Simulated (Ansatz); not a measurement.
C$_{2}$H$_{4}$SiZn, relaxed with RKS PBE0-D4/def2-TZVP in the Gaussian-basis code of Ansatz from a PBE-D4/def2-SVP geometry. The force threshold is 0.005 eV/Å; the program also tests the step.

Total charge 0; spin multiplicity 1. The bonds changed during the relaxation, so this is another structure than the one it started from.

Start:

```xyz
8

Zn    1.825   -0.694   -2.128
Si   -0.171   -0.751    0.727
C    -1.002    0.695   -0.042
C     0.337    0.849   -0.030
H     0.000   -2.037   -0.031
H    -0.174   -0.957    2.213
H    -1.876    1.268   -0.391
H     1.061    1.627   -0.319
```

Task: By how much does the energy fall, and how many steps does the optimiser take? (Estimate.)

Result: Ansatz gave: 7.60 kJ/mol, in 8 steps.

Task: Which bonds change most? (An estimate is asked.)

Result: Computed: Si2–C4 from 1.842 to 1.809 Å; Si2–C3 from 1.836 to 1.807 Å; C4–H8 from 1.102 to 1.083 Å; Si2–H5 from 1.502 to 1.483 Å.

Task: Give the relaxed structure. (An estimate is asked.)

Result: The calculation gave: 
```xyz
8

Zn    2.087   -0.861   -2.422
Si   -0.201   -0.717    0.751
C    -1.035    0.704    0.010
C     0.284    0.874    0.041
H    -0.019   -1.984    0.001
H    -0.207   -0.947    2.215
H    -1.885    1.279   -0.335
H     0.976    1.652   -0.259
```
